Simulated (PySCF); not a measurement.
Si(CCH)(F)3 (C2HF3Si), SMILES F[Si](C#C)(F)F. Atoms are numbered in the order given.

```xyz
7

C      0.0000     0.0000     2.6911
C      0.0000     0.0000     1.4760
Si     0.0000     0.0000    -0.3232
F      1.2935    -0.7468    -0.8980
F      0.0000     1.4937    -0.8980
F     -1.2935    -0.7468    -0.8980
H      0.0000     0.0000     3.7670
```

Geometry optimised at B3LYP-D3(BJ)/def2-SVP.

Method: PBE/pcSseg-1 (PySCF).

GIAO shieldings, no solvent; atoms alike by connectivity are averaged. δ = σ(ref) − σ: ¹³C against TMS (σ = 182.0 ppm); ²⁹Si against TMS (σ = 335.4 ppm); ¹⁹F against CFCl3 (σ = 133.6 ppm); ¹H against TMS (σ = 31.49 ppm), references at their B3LYP-D3(BJ)/def2-TZVP geometries, non-relativistic.

Computed chemical shifts:
```tsv
nucleus	atoms	count	δ (ppm)
¹³C	C1	1	101.0
¹³C	C2	1	75.4
²⁹Si	Si3	1	-83.4
¹⁹F	F4, F5, F6	3	-160.5
¹H	H7	1	2.44
```
